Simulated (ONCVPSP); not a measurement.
**Transferability test, ONCV potential for Ir**

| Property | Result |
| --- | --- |
| Element | Ir (Z = 77) |
| Generator | ONCVPSP 4.0.1 |
| Type | optimised norm-conserving Vanderbilt (ONCV) |
| Functional | PBE |
| Relativity | scalar-relativistic |
| Frozen core | [Kr] 4d10 4f14 |
| Valence charge | 17 |
| Reference configuration | 5s2 5p6 5d7 6s2 |
| Partial waves | 5s+6s: rc 1.75 bohr, ncon 5, nbas 8, qcut 6.5 1/bohr, 2 projectors; 5p: rc 1.85 bohr, ncon 5, nbas 9, qcut 6.7 1/bohr, 2 projectors, debl 1.1 Ha; 5d: rc 2.10 bohr, ncon 3, nbas 7, qcut 9 1/bohr, 2 projectors, debl 3.3 Ha |
| Local potential | polynomial inside 1.30 bohr (lpopt 5, dvloc0 3 Ha) |
| Core correction | none |

In the p channel the program set the typed energies aside and used -2.010, 0.250 Ha.

Energies are relative to the spin-unpolarised reference configuration 5s2 5p6 5d7 6s2; without spin polarisation the order of configurations can differ from experiment.

Problem. Give the all-electron excitation energy and the error of the potential for: 5s2 5p6 5d7 6s1; 5s2 5p6 5d7 6s0; 5s2 5p6 5d6 6s0; 5s2 5p6 5d7 6s1 6p1.

Solution.

```tsv
valence configuration	charge	ΔE all-electron (eV)	error AE − PS (meV)
5s2 5p6 5d7 6s1	+1	9.880	-4.1
5s2 5p6 5d7 6s0	+2	27.349	-12
5s2 5p6 5d6 6s0	+3	57.890	-14
5s2 5p6 5d7 6s1 6p1	0	5.316	-1.8
```
